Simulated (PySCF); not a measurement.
Ligands exchanged one at a time, In H-F. Gas-phase values, no solvent. Strings in code marks are SMILES.

Method: PBE-D3(BJ)/def2-TZVP // r2SCAN-D4/def2-TZVP run with PySCF 2.14.0. All candidates: neutral, multiplicity 1. 

```json
{
  "HOMO": "-8.23 eV",
  "LUMO": "-2.79 eV",
  "HOMO–LUMO gap": "5.45 eV"
}
```

### Question
Identify which member has these values.
A) `[InH3]`
B) `[F][InH][F]`
C) `[F][InH2]`

### Answer
B, `[F][InH][F]`. The others give `[InH3]`: -7.00 eV, -2.64 eV, 4.35 eV; `[F][InH2]`: -7.28 eV, -2.55 eV, 4.73 eV
